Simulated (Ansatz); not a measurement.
Which method gave which barrier?

Saddle point of SiNH3SF2, singlet (SiNH₃SF₂ ([NH2][Si]([F])([F])[SH]) → SiNHF₂ ([NH][Si]([F])[F]) + H₂S (still joined by a long Si–S bond); bonds formed: S2–H4; bonds broken: N3–H4; bonds weakened to dative contacts: Si1–S2), PBE0-D4/def2-TZVP structure:

Si1  (-0.199, -0.224, 0.718)
S2  (1.030, 1.187, -0.687)
N3  (-1.343, -0.402, -0.376)
H4  (0.082, 0.629, -1.503)
F5  (0.940, -1.282, 1.066)
F6  (-0.273, 0.626, 2.059)
H7  (2.000, 0.315, -1.022)
H8  (-2.236, -0.849, -0.253)
(Å)

Program: Ansatz 0.2.0. Basis: def2-TZVPP, with def2-QZVPP for the basis limit. Cores are frozen in the correlated methods. Extrapolation: Hartree–Fock as exp(−7.88 √X), correlation as X^−2.97. Four methods, as single points on the PBE0-D4 structures, gave these electronic barriers from the start structure: 61.59, 65.87, 67.53, 78.59 kcal/mol.

Problem. The methods were, in alphabetical order, HF, MP2, PBE-D4, r2SCAN-D4. Which gave which? (Judge from chemistry; the calculation decides.)

Solution. By the calculation: PBE-D4 61.59; r2SCAN-D4 65.87; MP2 67.53; HF 78.59 kcal/mol. For comparison, CCSD(T) at an estimated basis limit (MP2 extrapolated from triple and quadruple zeta, plus CCSD(T) − MP2 in triple zeta) gives 67.78 kcal/mol.

No T1 diagnostic of these runs exceeds 0.014.

Labels in which every atom is bracketed show which atoms are joined, not bond orders.

For scale, one of the runs: CCSD(T)/def2-TZVPP, 219 basis functions (an equivalent command: `ansatz run in.yaml --threads 4`). Hardware: 4 CPU threads, shared host. Wall time 92 s; peak host memory 3.3 GiB.
